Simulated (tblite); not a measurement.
Record of a relaxation.

Species: C5H14OSeSi.
Numbering: `[CH3:1][O:2][C@@H:3]([CH2:4][CH2:5][SiH3:6])[Se:7][CH3:8]` (hydrogens: H9, H10, H11 on C1; H12 on C3; H13, H14 on C4; H15, H16 on C5; H17, H18, H19 on Si6; H20, H21, H22 on C8)

Computed with GFN2-xTB (tblite), gas phase: L-BFGS steps from a force-field or distance-geometry start until the largest atomic force falls under 0.01 eV/Å. 8 of its 128 geometries are shown.

Step 0: E = -728.6991 eV, largest atomic force 2.265 eV/Å
```
atom  x, y, z in Å  |  force x, y, z in eV/Å
C1     -0.375   -2.234   -0.675   -1.275  -1.724   0.731
O2     -0.789   -0.911   -0.722    0.255   0.386  -0.784
C3     -0.382   -0.146    0.367    0.161  -0.384  -0.536
C4      0.388    1.096   -0.019   -1.298   1.484   0.939
C5      1.669    0.863   -0.725    0.506   0.680  -1.979
Si6     2.864   -0.118    0.302    1.138  -0.024   0.865
Se7    -1.967    0.338    1.433   -0.331  -0.040   1.159
C8     -3.329    1.163    0.337   -0.799   0.802  -1.283
H9     -0.728   -2.811   -1.565    0.371   0.850   0.358
H10    -0.906   -2.740    0.192    0.504   0.266  -0.484
H11     0.694   -2.377   -0.518    0.114   0.185  -0.215
H12     0.224   -0.783    1.036   -0.187   0.335   0.132
H13    -0.269    1.789   -0.604    0.252  -0.579   0.234
H14     0.583    1.638    0.951   -0.085  -0.370  -0.715
H15     1.502    0.356   -1.720    0.001   0.513   0.858
H16     2.088    1.882   -0.970   -0.240  -0.977   0.136
H17     2.512   -0.013    1.733    0.004  -0.103  -0.183
H18     2.897   -1.520   -0.099    0.062  -0.113  -0.027
H19     4.184    0.538    0.190   -0.149  -0.267  -0.070
H20    -4.159    0.452    0.173    0.425   0.231   0.165
H21    -2.961    1.468   -0.672    0.047  -0.352   0.760
H22    -3.750    2.089    0.804    0.525  -0.799  -0.061
```

Step 18: E = -729.1727 eV, largest atomic force 0.175 eV/Å
```
atom  x, y, z in Å  |  force x, y, z in eV/Å
C1     -0.459   -2.237   -0.656    0.008   0.057   0.008
O2     -0.707   -0.852   -0.752   -0.112  -0.029  -0.042
C3     -0.399   -0.116    0.380    0.107  -0.063  -0.123
C4      0.302    1.177   -0.001    0.013  -0.005  -0.007
C5      1.639    0.890   -0.697    0.003  -0.028   0.029
Si6     2.918   -0.094    0.330    0.010   0.022   0.022
Se7    -2.051    0.182    1.529    0.077  -0.014   0.027
C8     -3.273    1.103    0.308    0.028  -0.011  -0.044
H9     -0.805   -2.691   -1.585   -0.030   0.087   0.065
H10    -0.991   -2.681    0.193   -0.014   0.037  -0.031
H11     0.617   -2.415   -0.544   -0.041  -0.066   0.041
H12     0.235   -0.691    1.067   -0.003   0.012   0.021
H13    -0.327    1.754   -0.683   -0.094  -0.049   0.002
H14     0.453    1.775    0.899    0.047  -0.017   0.062
H15     1.430    0.345   -1.619   -0.024   0.015  -0.014
H16     2.066    1.848   -1.003    0.017  -0.019   0.044
H17     2.571   -0.024    1.750    0.016   0.008   0.021
H18     2.979   -1.502   -0.086   -0.097   0.033   0.008
H19     4.261    0.450    0.133   -0.020   0.080  -0.030
H20    -4.113    0.451    0.087    0.006  -0.048  -0.013
H21    -2.729    1.333   -0.600    0.047  -0.007  -0.074
H22    -3.630    2.015    0.780    0.058   0.005   0.028
```

Step 36: E = -729.2419 eV, largest atomic force 0.133 eV/Å
```
atom  x, y, z in Å  |  force x, y, z in eV/Å
C1     -0.625   -2.244   -0.657   -0.024   0.050   0.017
O2     -0.681   -0.839   -0.775    0.041  -0.046   0.004
C3     -0.340   -0.150    0.374    0.031  -0.097   0.009
C4      0.299    1.183    0.034   -0.089  -0.014   0.029
C5      1.633    0.972   -0.676   -0.083  -0.008   0.016
Si6     2.906   -0.007    0.354    0.015   0.039  -0.044
Se7    -1.962    0.092    1.563   -0.008   0.016  -0.032
C8     -3.094    1.003    0.256   -0.009  -0.019  -0.010
H9     -1.000   -2.655   -1.595    0.021   0.056   0.054
H10    -1.255   -2.590    0.171    0.020   0.017  -0.025
H11     0.408   -2.580   -0.492   -0.127   0.040   0.004
H12     0.326   -0.736    1.016    0.084  -0.058   0.035
H13    -0.380    1.745   -0.609   -0.017   0.040  -0.068
H14     0.435    1.751    0.954    0.043  -0.006   0.055
H15     1.435    0.437   -1.606    0.022  -0.009  -0.033
H16     2.022    1.950   -0.967    0.056  -0.028   0.084
H17     2.669    0.099    1.797   -0.023   0.072  -0.045
H18     2.837   -1.429   -0.004    0.043   0.021  -0.008
H19     4.218    0.544    0.033    0.099  -0.048   0.000
H20    -3.952    0.372    0.042   -0.044   0.017  -0.020
H21    -2.494    1.137   -0.639   -0.072  -0.017  -0.023
H22    -3.417    1.961    0.654    0.020  -0.017   0.000
```

Step 54: E = -729.2926 eV, largest atomic force 0.096 eV/Å
```
atom  x, y, z in Å  |  force x, y, z in eV/Å
C1     -0.800   -2.236   -0.653    0.013   0.017   0.023
O2     -0.600   -0.849   -0.794    0.008  -0.033   0.001
C3     -0.272   -0.206    0.381   -0.001  -0.028  -0.036
C4      0.331    1.156    0.091   -0.021  -0.027   0.009
C5      1.664    1.056   -0.650   -0.028  -0.036   0.002
Si6     2.977    0.083    0.325   -0.003  -0.009  -0.014
Se7    -1.933   -0.005    1.529   -0.045   0.050   0.007
C8     -3.040    0.894    0.188    0.018  -0.027   0.052
H9     -1.178   -2.607   -1.604    0.041   0.039   0.027
H10    -1.530   -2.441    0.139   -0.041   0.007  -0.028
H11     0.140   -2.737   -0.396    0.012  -0.020  -0.032
H12     0.380   -0.818    1.020    0.071   0.039  -0.044
H13    -0.383    1.723   -0.511    0.017   0.046   0.010
H14     0.474    1.675    1.040   -0.028   0.024   0.019
H15     1.487    0.597   -1.622    0.007  -0.040  -0.030
H16     2.020    2.070   -0.849   -0.014  -0.018   0.037
H17     2.766    0.371    1.743    0.044  -0.036   0.077
H18     2.861   -1.356    0.074   -0.019   0.005   0.018
H19     4.315    0.510   -0.070    0.058   0.039  -0.053
H20    -3.963    0.336    0.067   -0.047   0.012   0.011
H21    -2.479    0.896   -0.741   -0.018  -0.036  -0.029
H22    -3.247    1.907    0.522   -0.025   0.033  -0.028
```

Step 73: E = -729.3189 eV, largest atomic force 0.081 eV/Å
```
atom  x, y, z in Å  |  force x, y, z in eV/Å
C1     -0.850   -2.210   -0.671    0.004   0.033  -0.021
O2     -0.579   -0.834   -0.797    0.000  -0.034   0.041
C3     -0.273   -0.203    0.389    0.035   0.024  -0.016
C4      0.345    1.158    0.129    0.022   0.012  -0.008
C5      1.690    1.062   -0.590   -0.002  -0.018   0.003
Si6     3.054    0.105    0.334   -0.015  -0.012  -0.023
Se7    -1.950    0.012    1.514   -0.048  -0.006   0.035
C8     -3.095    0.839    0.157    0.049  -0.026   0.059
H9     -1.154   -2.556   -1.657    0.016  -0.022  -0.012
H10    -1.666   -2.380    0.042    0.034   0.005  -0.010
H11     0.037   -2.761   -0.337   -0.035   0.051  -0.006
H12     0.378   -0.818    1.030   -0.005   0.017  -0.021
H13    -0.347    1.745   -0.482   -0.026  -0.029   0.006
H14     0.466    1.670    1.085    0.015  -0.017   0.028
H15     1.525    0.600   -1.565    0.005   0.015  -0.016
H16     2.035    2.081   -0.782   -0.003  -0.029  -0.006
H17     3.010    0.410    1.765   -0.022   0.004  -0.005
H18     2.910   -1.341    0.134   -0.029   0.018   0.022
H19     4.344    0.515   -0.223    0.012   0.006   0.000
H20    -4.070    0.365    0.210   -0.040   0.014  -0.003
H21    -2.640    0.656   -0.812    0.032  -0.029  -0.018
H22    -3.180    1.904    0.357    0.001   0.023  -0.028
```

Step 91: E = -729.3293 eV, largest atomic force 0.054 eV/Å
```
atom  x, y, z in Å  |  force x, y, z in eV/Å
C1     -0.865   -2.171   -0.697   -0.010  -0.048  -0.008
O2     -0.588   -0.796   -0.788   -0.003  -0.030   0.009
C3     -0.272   -0.195    0.410    0.017  -0.001  -0.008
C4      0.354    1.165    0.166   -0.006   0.021   0.003
C5      1.681    1.066   -0.585   -0.011   0.006   0.000
Si6     3.054    0.113    0.327   -0.006   0.002  -0.017
Se7    -1.949    0.013    1.544   -0.023  -0.012  -0.020
C8     -3.078    0.785    0.146    0.000   0.011  -0.002
H9     -1.093   -2.512   -1.704   -0.001  -0.007  -0.035
H10    -1.726   -2.359   -0.045   -0.023   0.041   0.016
H11    -0.007   -2.725   -0.303    0.050   0.020  -0.005
H12     0.377   -0.831    1.028    0.004   0.015   0.023
H13    -0.351    1.766   -0.414   -0.009   0.000  -0.017
H14     0.503    1.654    1.131    0.008  -0.008   0.021
H15     1.496    0.610   -1.559   -0.003  -0.012   0.015
H16     2.026    2.084   -0.783    0.003  -0.007   0.008
H17     3.058    0.481    1.744   -0.013   0.011   0.006
H18     2.871   -1.336    0.209   -0.023  -0.011  -0.004
H19     4.330    0.470   -0.289    0.025   0.001  -0.005
H20    -4.097    0.438    0.294    0.022  -0.006   0.026
H21    -2.693    0.430   -0.807   -0.002   0.008   0.010
H22    -3.041    1.870    0.202    0.006   0.006  -0.014
```

Step 109: E = -729.3320 eV, largest atomic force 0.021 eV/Å
```
atom  x, y, z in Å  |  force x, y, z in eV/Å
C1     -0.825   -2.178   -0.701   -0.003  -0.010   0.004
O2     -0.576   -0.797   -0.789   -0.002   0.006   0.001
C3     -0.273   -0.192    0.411    0.001   0.012   0.001
C4      0.347    1.172    0.168    0.002   0.005  -0.006
C5      1.669    1.064   -0.591    0.000  -0.001  -0.004
Si6     3.032    0.101    0.325    0.005  -0.001  -0.001
Se7    -1.956    0.003    1.536   -0.005  -0.002  -0.002
C8     -3.081    0.803    0.152   -0.001   0.004  -0.017
H9     -1.056   -2.517   -1.709   -0.006  -0.008   0.014
H10    -1.676   -2.377   -0.038    0.003  -0.004  -0.013
H11     0.051   -2.713   -0.319    0.005   0.005  -0.006
H12     0.377   -0.819    1.037   -0.005   0.014   0.004
H13    -0.359    1.773   -0.411   -0.001  -0.007   0.002
H14     0.501    1.659    1.134    0.000  -0.010  -0.010
H15     1.473    0.595   -1.556    0.002   0.011  -0.004
H16     2.022    2.075   -0.803   -0.013  -0.001   0.016
H17     3.022    0.473    1.741    0.002  -0.005   0.001
H18     2.821   -1.345    0.199    0.006  -0.001   0.007
H19     4.323    0.439   -0.275   -0.008  -0.003  -0.003
H20    -4.105    0.479    0.322    0.017   0.011   0.002
H21    -2.721    0.435   -0.806   -0.006   0.003   0.010
H22    -3.019    1.888    0.201    0.007  -0.016   0.005
```

Step 127: E = -729.3339 eV, largest atomic force 0.010 eV/Å
```
atom  x, y, z in Å  |  force x, y, z in eV/Å
C1     -0.787   -2.199   -0.699   -0.003  -0.008   0.001
O2     -0.571   -0.811   -0.789   -0.001  -0.001  -0.005
C3     -0.282   -0.197    0.410    0.000   0.003  -0.001
C4      0.327    1.171    0.165    0.002   0.001   0.002
C5      1.657    1.078   -0.580   -0.002  -0.002   0.001
Si6     3.012    0.087    0.319    0.001   0.003   0.002
Se7    -1.974   -0.018    1.523    0.009   0.002  -0.003
C8     -3.077    0.827    0.150    0.001   0.002  -0.002
H9     -1.030   -2.542   -1.702   -0.001  -0.007   0.003
H10    -1.620   -2.420   -0.021    0.000   0.003  -0.003
H11     0.110   -2.713   -0.336    0.003   0.005  -0.001
H12     0.371   -0.813    1.044   -0.002   0.002  -0.001
H13    -0.379    1.763   -0.424    0.002  -0.005   0.008
H14     0.467    1.662    1.130    0.001   0.000  -0.002
H15     1.474    0.639   -1.563   -0.004   0.002   0.002
H16     2.014    2.095   -0.756   -0.005  -0.004   0.000
H17     3.031    0.464    1.733   -0.002  -0.001   0.005
H18     2.776   -1.355    0.206    0.006   0.005  -0.004
H19     4.299    0.401   -0.303   -0.004  -0.003  -0.003
H20    -4.113    0.575    0.357   -0.004   0.005  -0.004
H21    -2.772    0.419   -0.811    0.003  -0.003   0.003
H22    -2.942    1.905    0.176    0.000   0.000   0.002
```

**Question.** Summarise the path.

**Answer.** The energy falls by 0.6349 eV from step 0 to step 127; nine tenths of that is first reached at step 44. It falls at every step. The largest force goes from 2.265 to 0.010 eV/Å. Among the bonds C3–Se7 changes most, from 1.970 to 2.033 Å; the atoms move by 0.505 Å rms after alignment.

**Question.** Follow the three bonds and two angles with the largest change from start to end.

**Answer.** 
| step | E above end (eV) | largest force (eV/Å) | C3–Se7 (Å) | C5–Si6 (Å) | C4–C5 (Å) | C3–Se7–C8 (°) | H9–C1–H10 (°) |
| --- | --- | --- | --- | --- | --- | --- | --- |
| 0 | 0.6349 | 2.265 | 1.970 | 1.856 | 1.481 | 111.4 | 103.3 |
| 6 | 0.2519 | 0.249 | 2.061 | 1.903 | 1.526 | 106.4 | 110.1 |
| 11 | 0.2021 | 0.206 | 2.025 | 1.915 | 1.533 | 105.5 | 109.5 |
| 17 | 0.1646 | 0.122 | 2.043 | 1.910 | 1.534 | 103.0 | 109.6 |
| 22 | 0.1447 | 0.134 | 2.028 | 1.915 | 1.531 | 101.7 | 109.6 |
| 28 | 0.1261 | 0.113 | 2.020 | 1.908 | 1.530 | 99.7 | 110.2 |
| 33 | 0.1046 | 0.142 | 2.028 | 1.907 | 1.527 | 98.2 | 109.5 |
| 39 | 0.0808 | 0.140 | 2.025 | 1.910 | 1.527 | 96.1 | 109.4 |
| 44 | 0.0623 | 0.126 | 2.031 | 1.903 | 1.524 | 96.7 | 109.9 |
| 50 | 0.0486 | 0.117 | 2.033 | 1.905 | 1.528 | 96.1 | 109.3 |
| 55 | 0.0389 | 0.133 | 2.026 | 1.904 | 1.529 | 97.1 | 109.6 |
| 61 | 0.0275 | 0.129 | 2.045 | 1.903 | 1.526 | 97.9 | 109.7 |
| 66 | 0.0209 | 0.070 | 2.036 | 1.906 | 1.529 | 98.0 | 109.5 |
| 72 | 0.0161 | 0.069 | 2.033 | 1.905 | 1.528 | 98.4 | 109.4 |
| 77 | 0.0117 | 0.080 | 2.036 | 1.904 | 1.527 | 97.0 | 109.5 |
| 83 | 0.0082 | 0.042 | 2.037 | 1.904 | 1.528 | 96.9 | 109.7 |
| 88 | 0.0065 | 0.046 | 2.039 | 1.904 | 1.528 | 96.8 | 109.3 |
| 94 | 0.0035 | 0.047 | 2.035 | 1.904 | 1.527 | 96.8 | 109.9 |
| 99 | 0.0027 | 0.015 | 2.033 | 1.904 | 1.528 | 96.9 | 109.7 |
| 105 | 0.0023 | 0.017 | 2.034 | 1.904 | 1.528 | 97.1 | 109.6 |
| 110 | 0.0018 | 0.023 | 2.034 | 1.904 | 1.528 | 97.1 | 109.8 |
| 116 | 0.0011 | 0.020 | 2.034 | 1.904 | 1.528 | 97.1 | 109.5 |
| 121 | 0.0005 | 0.028 | 2.031 | 1.903 | 1.527 | 97.1 | 109.7 |
| 127 | 0.0000 | 0.010 | 2.033 | 1.904 | 1.528 | 97.1 | 109.7 |

The cost below is that of the whole relaxation. Hardware: an Arm Neoverse V1 with one thread, no GPU, on a shared host. Cost: 1.3 s.
